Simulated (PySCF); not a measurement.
**Nuclear quadrupole coupling in `C[Si](C)(C)Oc1ccoc1`**

C7H12O2Si.
Z-matrix (Å and degrees, PBE0-D3(BJ)/def2-SVP geometry), rows numbered from 1:
```
C 
Si  1  1.8647
C   2  1.8730  1  111.32
C   2  1.8738  1  110.91  3  -124.70
O   2  1.6942  1  103.80  3   117.63
C   5  1.3399  2  129.64  1  -178.22
C   6  1.4371  5  129.04  2    -5.07
C   7  1.3639  6  105.49  5  -179.80
O   8  1.3407  7  110.85  6     0.03
C   9  1.3547  8  107.86  7     0.03
H   1  1.1007  2  110.88  3   -59.13
H   1  1.1009  2  110.74  3  -178.94
H   1  1.1013  2  110.90  3    61.07
H   3  1.1004  2  112.24  1   176.43
H   3  1.1020  2  110.38  1   -63.29
H   3  1.1011  2  110.52  1    56.05
H   4  1.1021  2  110.24  1    60.21
H   4  1.1004  2  112.47  1  -179.63
H   4  1.1011  2  110.56  1   -59.05
H   7  1.0872  6  128.03  5     0.04
H   8  1.0872  7  132.70  6  -180.00
H  10  1.0852  6  132.67  5    -0.12
```

Field gradients from the PBE0/pcSseg-1 density (PySCF, non-relativistic), principal values in atomic units, ordered |Vxx| ≤ |Vyy| ≤ |Vzz|:

| atom | Vxx | Vyy | Vzz |
| --- | --- | --- | --- |
| O5 | -0.6639 | -1.0412 | 1.7051 |
| O9 | -0.6741 | -0.7801 | 1.4542 |

Task: Find the asymmetry η = (Vxx − Vyy)/Vzz and the couplings χ = eQV/h (234.96 MHz × Q in barn × V in au), with Q(17O) = −0.0256 b.

Result: 
```json
{"atom": "O5", "environment": "silyl ether oxygen", "nucleus": "17O", "η": "0.22", "χzz (MHz)": "-10.26", "χxx (MHz)": "3.99", "χyy (MHz)": "6.26"}
{"atom": "O9", "environment": "furan-type oxygen", "nucleus": "17O", "η": "0.07", "χzz (MHz)": "-8.75", "χxx (MHz)": "4.06", "χyy (MHz)": "4.69"}
```

Task: What is Vzz at O5 in SI units (1 au = 9.71736 × 10²¹ V/m²)?

Result: 1.7051 au = 16.569 × 10²¹ V/m².

Were the hydrogens deuterons (Q(2H) = 0.00286 b), χzz would run from 200 kHz (H17, H15, H16, H19 and 2 more) to 215 kHz (H20).

Geometry: PBE0-D3(BJ)/def2-SVP, one conformer, isolated molecule. With a basis this small, the couplings can be 20 % off.

These values come from a run that also computed NMR shieldings. Time: 2.0 min. Hardware: one thread of an x86-64 server (shared host).
